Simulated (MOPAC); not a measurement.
Input file for MOPAC: AM1 on C2H4F2 (SMILES FCCF), a point of a torsion scan.

```
AM1 1SCF PRECISE CHARGE=0 THREADS=1
C2H4F2

F      1.38918697 1     0.67386656 1    -0.81011198 1
C      0.74629486 1    -0.14725344 1     0.07551827 1
C     -0.76327716 1     0.02053084 1    -0.02922895 1
F     -1.20123817 1    -0.29520073 1    -1.28636492 1
H      1.08706291 1     0.11755621 1     1.08077381 1
H      1.04248113 1    -1.17088768 1    -0.17750090 1
H     -1.26756313 1    -0.64753773 1     0.67517922 1
H     -1.05228212 1     1.06185940 1     0.14883659 1
```

It printed:

```
*******************************************************************************
 **                                                                           **
 **                              MOPAC v23.2.5                                **
 **                                                                           **
 *******************************************************************************
 ** MOPAC's Digital Object Identifier: https://doi.org/10.5281/zenodo.6511958 **
 **                                                                           **
 ** Please cite the open-source release paper for use of this MOPAC version:  **
 ** J. E. Moussa and J. J. P. Stewart (2026)                                  **
 ** MOPAC: An open-source semiempirical molecular orbital program             **
 ** J. Open Source Softw., 11(119), 8025, https://doi.org/10.21105/joss.08025 **
 *******************************************************************************

                              AM1 CALCULATION RESULTS

 *******************************************************************************
 *  AM1        - The AM1 Hamiltonian to be used
 *
 *
 *
 *                 CHARGE ON SYSTEM = 0
 *
 *
 *
 *  PRECISE    - TIGHTER CRITERIA TO BE USED
 *  1SCF       - DO 1 SCF AND THEN STOP
 *  THREADS=1  - MULTI-THREADING NOT USED
 *  T=         - A TIME OF 172800.0 SECONDS REQUESTED
 *  DUMP=N     - RESTART FILE WRITTEN EVERY 7200.0 SECONDS REQUESTED
 *******************************************************************************
AM1 1SCF PRECISE CHARGE=0 THREADS=1
 C2H4F2

   ATOM   CHEMICAL          X               Y               Z
  NUMBER   SYMBOL      (ANGSTROMS)     (ANGSTROMS)     (ANGSTROMS)

     1       F          1.38918697  *   0.67386656  *  -0.81011198  *
     2       C          0.74629486  *  -0.14725344  *   0.07551827  *
     3       C         -0.76327716  *   0.02053084  *  -0.02922895  *
     4       F         -1.20123817  *  -0.29520073  *  -1.28636492  *
     5       H          1.08706291  *   0.11755621  *   1.08077381  *
     6       H          1.04248113  *  -1.17088768  *  -0.17750090  *
     7       H         -1.26756313  *  -0.64753773  *   0.67517922  *
     8       H         -1.05228212  *   1.06185940  *   0.14883659  *



          CARTESIAN COORDINATES

    NO.       ATOM           X           Y           Z

     1         F          1.3892      0.6739     -0.8101
     2         C          0.7463     -0.1473      0.0755
     3         C         -0.7633      0.0205     -0.0292
     4         F         -1.2012     -0.2952     -1.2864
     5         H          1.0871      0.1176      1.0808
     6         H          1.0425     -1.1709     -0.1775
     7         H         -1.2676     -0.6475      0.6752
     8         H         -1.0523      1.0619      0.1488

  H: (AM1): M.J.S. DEWAR ET AL, J. AM. CHEM. SOC. 107 3902-3909 (1985)
  C: (AM1): M.J.S. DEWAR ET AL, J. AM. CHEM. SOC. 107 3902-3909 (1985)
  F: (AM1): M.J.S. DEWAR AND E. G. ZOEBISCH, THEOCHEM, 180, 1 (1988).

           Empirical Formula: C2 H4 F2  =     8 atoms



      MOLECULAR POINT GROUP   :   C2


      RHF CALCULATION, NO. OF DOUBLY OCCUPIED LEVELS = 13


 -------------------------------------------------------------------------------
 AM1 1SCF PRECISE CHARGE=0 THREADS=1
 C2H4F2



     1SCF WAS SPECIFIED, SO BFGS WAS NOT USED
     SCF FIELD WAS ACHIEVED


                              AM1 CALCULATION
                                                       MOPAC v23.2.5 Linux




          FINAL HEAT OF FORMATION =       -110.85092 KCAL/MOL =    -463.80024 KJ/MOL


          COSMO AREA              =         92.39 SQUARE ANGSTROMS
          COSMO VOLUME            =         75.10 CUBIC ANGSTROMS

          IONIZATION POTENTIAL    =         11.853226 EV
          HOMO LUMO ENERGIES (EV) =        -11.853  3.022
          NO. OF FILLED LEVELS    =         13
          MOLECULAR WEIGHT        =         66.0504         POINT GROUP:  C2

          MOLECULAR DIMENSIONS (Angstroms)

            Atom       Atom       Distance
            H     7    F     1     3.31821
            H     5    F     4     3.18311
            H     6    H     8     2.84936


          SCF CALCULATIONS        =          1





   ATOM   CHEMICAL          X               Y               Z
  NUMBER   SYMBOL      (ANGSTROMS)     (ANGSTROMS)     (ANGSTROMS)

     1       F          1.38918697  *   0.67386656  *  -0.81011198  *
     2       C          0.74629486  *  -0.14725344  *   0.07551827  *
     3       C         -0.76327716  *   0.02053084  *  -0.02922895  *
     4       F         -1.20123817  *  -0.29520073  *  -1.28636492  *
     5       H          1.08706291  *   0.11755621  *   1.08077381  *
     6       H          1.04248113  *  -1.17088768  *  -0.17750090  *
     7       H         -1.26756313  *  -0.64753773  *   0.67517922  *
     8       H         -1.05228212  *   1.06185940  *   0.14883659  *

                             CARTESIAN COORDINATES

   1    F        1.389186970     0.673866560    -0.810111980
   2    C        0.746294860    -0.147253440     0.075518270
   3    C       -0.763277160     0.020530840    -0.029228950
   4    F       -1.201238170    -0.295200730    -1.286364920
   5    H        1.087062910     0.117556210     1.080773810
   6    H        1.042481130    -1.170887680    -0.177500900
   7    H       -1.267563130    -0.647537730     0.675179220
   8    H       -1.052282120     1.061859400     0.148836590


           Empirical Formula: C2 H4 F2  =     8 atoms



      MOLECULAR POINT GROUP   :   C2


                  EIGENVALUES
 -49.83756 -48.73818 -31.98083 -24.32849 -18.13060 -18.01598 -17.26565 -16.07581
 -15.87963 -14.30911 -12.51567 -12.05862 -11.85323   3.02219   3.30803   3.52093
   3.61994   3.96827   4.35910   4.74747


              NET ATOMIC CHARGES AND DIPOLE CONTRIBUTIONS

  ATOM NO.   TYPE          CHARGE      No. of ELECS.   s-Pop       p-Pop
    1          F          -0.167382        7.1674     1.92019     5.24719
    2          C          -0.014031        4.0140     1.22028     2.79375
    3          C          -0.014032        4.0140     1.22028     2.79375
    4          F          -0.167387        7.1674     1.92019     5.24720
    5          H           0.088045        0.9120     0.91196
    6          H           0.093367        0.9066     0.90663
    7          H           0.088053        0.9119     0.91195
    8          H           0.093368        0.9066     0.90663
 DIPOLE           X         Y         Z       TOTAL
 POINT-CHG.    -0.231    -0.569     2.412     2.489
 HYBRID        -0.005    -0.012     0.049     0.051
 SUM           -0.235    -0.581     2.462     2.540


          ATOMIC ORBITAL ELECTRON POPULATIONS

     Atom    s        px        py        pz
    1  F   1.92019   1.81480   1.73690   1.69550
    2  C   1.22028   0.91751   0.94785   0.92839
    3  C   1.22028   0.94404   1.02376   0.82595
    4  F   1.92019   1.89678   1.94346   1.40696
    5  H   0.91196
    6  H   0.90663
    7  H   0.91195
    8  H   0.90663

 **********************
 *                    *
 * JOB ENDED NORMALLY *
 *                    *
 **********************




 == MOPAC DONE ==
```

The run finished.

Cost: about 0.020 core-seconds (a rough figure).
